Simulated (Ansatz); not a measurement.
`[CH3][In]([CH3])[SeH]` and `[CH3][In]([Cl])[SeH]` differ in one atom or group.

Ansatz, PBE0-D4/def2-TZVP geometries, multiplicity 1. Each molecule was computed in one conformer, which needn't be the lowest.

Elements past krypton have def2 core potentials. Scalar relativity is left out up to krypton. Spin–orbit coupling is left out; it splits and shifts lone-pair levels of the heavy atoms by tenths of an eV.

| property | `[CH3][In]([CH3])[SeH]` |
| --- | --- |
| LUMO energy (PBE/def2-TZVPP) / eV | -1.70 |
| HOMO energy (ωB97M-V/def2-TZVPP) / eV | -8.87 |
| LUMO energy (ωB97M-V/def2-TZVPP) / eV | 0.41 |
| HOMO–LUMO gap (PBE/def2-TZVPP) / eV | 3.95 |
| LUMO energy (B3LYP/def2-TZVPP) / eV | -1.27 |
| size of the dipole moment (B3LYP/def2-TZVPP) / D | 2.38 |

(1) Give the same properties after the change, and the shifts. (An estimate is asked.)

Results:

(1) Ansatz gave: 
```
                                        property  `[CH3][In]([Cl])[SeH]`  shift
               LUMO energy (PBE/def2-TZVPP) / eV                   -2.18  -0.48
           HOMO energy (ωB97M-V/def2-TZVPP) / eV                   -9.46  -0.59
           LUMO energy (ωB97M-V/def2-TZVPP) / eV                    0.22  -0.19
             HOMO–LUMO gap (PBE/def2-TZVPP) / eV                    4.02   0.07
             LUMO energy (B3LYP/def2-TZVPP) / eV                   -1.64  -0.37
size of the dipole moment (B3LYP/def2-TZVPP) / D                    2.71   0.33
```

With PBE0 the HOMO falls by 0.59 eV and the LUMO falls by 0.33 eV, so the gap widens by about 0.26 eV. PBE moves the HOMO by -0.55 eV and ωB97M-V by -0.59 eV. Dipoles are sizes alone; their direction can turn.

Positive LUMOs are unbound, so they and the gaps depend on the basis.

B3LYP here is the variant with VWN-RPA as its local correlation; programs differ in this.
